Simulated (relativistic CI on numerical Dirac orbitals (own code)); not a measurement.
**What each ingredient does to the levels of V VI**

Base calculation: Dirac-Coulomb-Breit CI, KLI orbitals optimised for each configuration, a model potential for QED, valence Slater integrals scaled by 0.85, P86 correlation energy added to each configuration.

Configuration list (outside the closed core [Ne]): 3s2.3p6, 3s2.3p5.3d, 3s.3p6.3d, 3s2.3p5.4s, 3s2.3p5.4p, 3s2.3p5.4d, 3s2.3p5.5s, 3s2.3p5.4f, 3s2.3p5.5p, 3s.3p6.4s, 3s2.3p5.5d, 3s2.3p5.5f, 3s2.3p5.6s, 3s2.3p5.5g, 3s2.3p5.6p, 3s.3p6.4p, 3s2.3p5.6d, 3s.3p6.4d, 3s.3p6.5s, 3s.3p6.4f, 3s.3p6.5p, 3s.3p6.5d, 3s.3p6.5f, 3s.3p6.6s, 3s.3p6.5g, 3s.3p6.6p, 3s.3p6.6d, 3p6.3d2, 3p5.3d3, 3p5.3d2.4s, 3p5.3d2.4p, 3p5.3d2.4d, 3p5.3d2.5s. Double excitations out of closed p, d and f shells are left out; levels of such configurations are missing from the list, as are those of other unlisted configurations, and high levels can miss mixing partners. These lack a partner that the ground configuration has and come out too high: 3s2.3p5.4f, 3s2.3p5.5p, 3s2.3p5.5d, 3s2.3p5.5f, 3s2.3p5.6s.

Variants: (1) self-excluded LDA correlation estimate; (2) no correlation estimate; (3) non-relativistic limit. Shifts of the energy above 3s2.3p6 1S_0, in cm⁻¹, for the lowest level and the first level of each name with at least 55 % of one term (blank where a level changes its place among those of its configuration and J or its character, or is not in the variant):

| Level | Base | Δ(1) | Δ(2) | Δ(3) | Measured |
| --- | --- | --- | --- | --- | --- |
| 3s2.3p6 1S_0 | 0 | 0 | 0 | 0 | 0 |
| 3s2.3p5.3d 3P°_0 | 309307 | -423 | -956 | -300 |  |
| 3s2.3p5.3d 3P°_1 | 310532 | -423 | -956 | -1525 |  |
| 3s2.3p5.3d 3P°_2 | 313087 | -423 | -956 | -4080 |  |
| 3s2.3p5.3d 3F°_4 | 321846 | -424 | -959 | -888 |  |
| 3s2.3p5.3d 3F°_3 | 324082 | -424 | -958 | -3124 |  |
| 3s2.3p5.3d 3F°_2 | 326394 | -424 | -958 | -5436 |  |
| 3s2.3p5.3d 3D°_3 | 344598 | -424 | -953 | -1427 |  |
| 3s2.3p5.3d 1D°_2 | 345559 | -424 | -953 | -2393 | 345139 |
| 3s2.3p5.3d 3D°_1 | 347162 | -424 | -953 | -3991 |  |
| 3s2.3p5.3d 3D°_2 | 348038 | -424 | -953 | -4866 |  |
| 3s2.3p5.3d 1F°_3 | 349627 | -424 | -954 | -4687 | 350644 |
| 3s2.3p5.3d 1P°_1 | 447738 | -390 | -1044 | -3118 | 445436 |
| 3s2.3p5.4s 3P°_2 | 550548 | +697 | -7296 | +3822 |  |

At this charge configurations can still be misplaced by up to about 7 % of their energy. 33 of the 39 excited levels that our extract of the measured tables holds in this range could be paired (the sources list more); they are missed by 12645 cm⁻¹ on average and 68409 at most, and levels without a partner can miss by more.

Measured levels: Sugar and Corliss, J. Phys. Chem. Ref. Data 7, 1191 (1978).

Ionisation energy from the two ground configurations alone: base 128.408 eV; self-excluded LDA correlation estimate 128.892 eV; no correlation estimate 126.953 eV. The NIST ASD value (measured) is 128.125 eV.

LS names give the leading component of a level, which can be under half, so a name can repeat, a term be missing and a line seem to break the LS rules.
